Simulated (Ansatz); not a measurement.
C3H11NSi, SMILES `C[SiH2]N(C)C` from Hartree–Fock to CCSD(T)

```xyz
16

C    -1.5530    0.9440   -1.4467
Si   -1.1668    0.2158    0.2274
N     0.5221   -0.0834    0.3935
C     1.1168   -0.2119    1.7010
C     1.2696   -0.7619   -0.6358
H    -1.3737    0.2301   -2.2539
H    -2.6099    1.2217   -1.4871
H    -0.9557    1.8386   -1.6360
H    -2.0206   -1.0054    0.4001
H    -1.5277    1.1565    1.3238
H     2.1387    0.1883    1.6989
H     0.5405    0.3507    2.4387
H     1.1738   -1.2573    2.0420
H     0.8179   -0.5978   -1.6162
H     2.2971   -0.3790   -0.6795
H     1.3309   -1.8490   -0.4703
```

The species carries charge 0 and has multiplicity 1. The structure was optimised at the PBE0-D4/def2-TZVP level. It is one conformer, not always the lowest. Frozen core, restricted reference, Ansatz. CBS rows extrapolate triple and quadruple zeta; past MP2 they add the triple-zeta difference.

```csv
basis,HF (Eh),MP2 corr.
def2-SVP,-463.18738,-0.70783
def2-TZVPP,-463.48612,-0.87518
def2-QZVPP,-463.50406,-0.93245
```

(1) Estimate the CCSD correlation energy and the (T) correction in each basis where they were run (hartree).

## Answers

(1) 
```tsv
basis	CCSD corr.	(T)
def2-SVP	-0.78012	-0.02172
def2-TZVPP	-0.93638	-0.03539
CBS(def2)	-1.03607	as TZ
```
